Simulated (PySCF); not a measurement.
# Spinor energies of Lu³³⁺ (lutetium, charge +33)

Start: [Kr] 4d2; 4d3/2 filled at m_j = +1/2, +3/2. Calculated with PySCF 2.14 in an uncontracted even-tempered set (17 s from 3.3 bohr⁻², ratio 2.8; 14 p from 4.3 bohr⁻², ratio 2.8; 9 d from 4.3 bohr⁻², ratio 2.8; 3 f from 16 bohr⁻², ratio 3): generalised Hartree-Fock with the X2C-1e Hamiltonian and a Gaussian nucleus; one run each with spin-orbit coupling (SO) switched off, then screened by Boettger's factors.

```
spinor shell  electrons  ε, spin-free (eV)  ε, screened SO (eV)  weight of nominal j (screened SO)  rms radius, screened SO (bohr)
       1s1/2          2           -64972.9             -64955.3                              1.000                          0.0219
       2s1/2          2           -12296.7             -12290.6                              1.000                          0.0885
       2p1/2          2           -10977.9             -11773.9                              1.000                          0.0754
       2p3/2          4           -10977.9             -10648.2                              1.000                          0.0825
       3s1/2          2            -3837.2              -3834.8                              1.000                           0.225
       3p1/2          2            -3432.4              -3608.0                              1.000                           0.216
       3p3/2          4            -3432.4              -3357.7                              1.000                           0.230
       3d3/2          4            -2949.1              -2982.0                              1.000                           0.203
       3d5/2          6            -2949.1              -2924.7                              1.000                           0.207
       4s1/2          2            -1666.7              -1665.8                              1.000                           0.471
       4p1/2          2            -1510.8              -1568.6                              0.999                           0.474
       4p3/2          4            -1510.8              -1485.5                              0.999                           0.501
       4d3/2          2            -1339.1              -1346.7                              0.996                           0.485
```

```
   quantity     spin-free   screened SO
E (hartree)  -13955.09313  -13970.27818
        M_J             2             2
       ⟨J²⟩         8.002         6.028
       ⟨L²⟩        12.001        10.307
       ⟨S²⟩         2.000         1.581
```

Each row is a mean over spinors that exchange with the open shell spreads, by up to 15.851 eV (4p1/2).

Breit and QED terms are absent; they matter most for the inner s and p1/2 levels.

Densities and radii are taken from the X2C orbitals without a picture-change correction, which distorts them close to the nucleus.

Without spin-orbit coupling the j labels of p, d and f shells carry no meaning; the spin-free column gives the mean over the occupied spinors of each nl shell, and its ⟨J²⟩ belongs to a mixture of degenerate components.
